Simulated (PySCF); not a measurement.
N,N-disilylmethanamine (CH9NSi2), SMILES CN([SiH3])[SiH3].

Geometry optimised at ωB97X-D3(BJ)/def2-SVP.

These are PBE/def2-TZVP (PySCF) values and carry that method's errors.

Symmetry labels are those of the subgroup Cs that the program uses (full group Cs).

Problem. List the valence orbital energies around the gap with their symmetry. (The exact figures need the calculation; the answer reports its results.)

Solution. 
| orbital | symmetry | energy (eV) |
|---|---|---|
| HOMO−7 | A" | -10.76 |
| HOMO−6 | A' | -10.42 |
| HOMO−5 | A' | -8.51 |
| HOMO−4 | A' | -8.47 |
| HOMO−3 | A" | -8.33 |
| HOMO−2 | A" | -8.21 |
| HOMO−1 | A" | -7.99 |
| HOMO | A' | -5.76 |
| LUMO | A' | -0.79 |
| LUMO+1 | A' | 0.13 |
| LUMO+2 | A' | 0.51 |
| LUMO+3 | A" | 0.56 |
